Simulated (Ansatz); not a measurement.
Coupled-cluster diagnostics for BaSe2⁻, Ansatz.

Geometry of the doublet (PBE-D4/def2-TZVPD):

```
atom   x (Å)   y (Å)   z (Å)
 Ba1  -0.002   0.001  -0.002
 Se2   1.157  -1.521  -2.119
 Se3  -1.155   1.520   2.121
```

In the def2 sets Ba takes a core potential; there is no spin–orbit coupling. Correlated methods freeze 18 core orbitals; core or outer-core shells of Ba, Se are correlated, in sets that lack core-valence functions. In CCSD on the charge -1 doublet the largest single amplitude is 0.30, so its Hartree–Fock determinant may place the open shell otherwise than the density functionals do. The structure comes from a short search, and lower isomers may exist.

Geometry of the charge -1 quartet (PBE-D4/def2-TZVPD):

```csv
atom,x (Å),y (Å),z (Å)
Ba1,-0.0930,-0.3181,0.1174
Se2,-2.5771,0.4688,-1.2983
Se3,2.6701,-0.1507,1.1808
```

(1) Estimate the CCSD(T) correlation energy, the shares of MP2 and (T), T1 and the reference's ⟨S²⟩ for: charge -1, doublet, own geometry in def2-SVPD; charge -1, quartet, own geometry in def2-SVPD; and the rough time on 4 threads of Arm Neoverse N1 on a shared host.

Results:

(1) 
```json
{"state": "charge -1, doublet, own geometry", "basis": "def2-SVPD", "correlation (eV)": "-17.213", "MP2 share (%)": "93.4", "(T) share (%)": "3.6", "T1": "0.040", "⟨S²⟩ (pure)": "0.76 (0.75)", "wall time": "34 s"}
{"state": "charge -1, quartet, own geometry", "basis": "def2-SVPD", "correlation (eV)": "-15.982", "MP2 share (%)": "93.5", "(T) share (%)": "2.6", "T1": "0.024", "⟨S²⟩ (pure)": "3.77 (3.75)", "wall time": "28 s"}
```
Customary marks for T1 are 0.02 (closed shells), 0.045 (open shells) and about 0.05 (3d metals). T1 exceeds 0.02 in 2 of 2 rows and 0.045 in 0; the higher it lies, the less the single-reference result can be trusted.
